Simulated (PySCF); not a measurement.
## How methods differ on the ionisation energy of Tl⁺

Tl⁺ [Xe] 4f14 5d10 6s2 (1S) → Tl²⁺ [Xe] 4f14 5d10 6s1 (2S), as a difference of total energies. All numbers are calculated (PySCF 2.14, the spin-free X2C one-electron Hamiltonian (Gaussian nucleus), in aug-cc-pwCVTZ-DK3). The calculations carry no spin-orbit coupling.

```tsv
method	ionisation energy (eV)	error (eV)
UHF	18.349	-2.079
TPSSh	20.176	-0.252
B3LYP	20.496	+0.068
```

Reference: 20.428 eV (measured; NIST Atomic Spectra Database, ionization energies).
